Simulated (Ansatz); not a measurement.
`[SiH3][SbH][Cl]` + `N=CCl` → `[SiH3]/N=C/Cl` + `[Cl][SbH2]` at 298.15 K and 1 bar (cleavage of the Si–Sb bond).

Calculated with Ansatz (gas phase, PBE0-D4/def2-TZVP geometries, no zero-point term in ΔE). CCSD(T)/CBS adds triple-zeta CCSD(T) − MP2 to the extrapolated MP2 energy (def2 sets, frozen cores). This one scheme is used for every species. Elements past krypton have def2 core potentials. For Sb outer-core shells are correlated without core-valence functions, which leaves a few kJ/mol of doubt a bond. Each species was taken in one conformer, which may not be the lowest.

| species | CCSD(T)/CBS energy (Eh) | H − E (kJ/mol) | S (J/(mol·K)) |
| --- | --- | --- | --- |
| `[SiH3][SbH][Cl]` | -991.30233 | 104.2 | 342.6 |
| `N=CCl` | -553.70684 | 94.3 | 259.9 |
| `[SiH3]/N=C/Cl` | -844.00397 | 139.8 | 317.1 |
| `[Cl][SbH2]` | -701.00845 | 49.9 | 278.7 |

H − E and S are ideal-gas, rigid-rotor, harmonic terms from PBE0-D4/def2-TZVP, for one conformer and one mirror image of each species. 1 Eh = 2625.50 kJ/mol, R = 8.31446 J/(mol·K).

By hand: ΔE, ΔH, ΔS and ΔG.

ΔE = (-844.00397) + (-701.00845) − (-991.30233) − (-553.70684) = -0.00325 Eh = -8.5 kJ/mol. Δ(H − E) = 139.8 + 49.9 − 104.2 − 94.3 = -8.8, so ΔH = -17.3 kJ/mol. ΔS = 317.1 + 278.7 − 342.6 − 259.9 = -6.7 J/(mol·K). ΔG = -17.3 − 298.15 × (-6.7)/1000 = -15.3 kJ/mol.

By hand: the equilibrium constant, and the temperature at which ΔG would vanish if ΔH and ΔS stayed fixed.

log₁₀ K = −ΔG/(RT ln 10) = 2.7. ΔG = 0 at ΔH/ΔS = 2582 K, far beyond where these terms or the molecules hold.

The number of gas molecules stays the same, so ΔS is small and ΔH decides. A doubt of 5 kJ/mol in ΔE shifts log₁₀ K by 0.9 here. Other conformers and mirror images would add mixing entropy, several J/(mol·K) or more a flexible species. These are equilibria of isolated gas molecules and say nothing of rates. Largest T1 diagnostic: 0.013 (customary marks: 0.02 for closed shells, 0.045 for open ones).
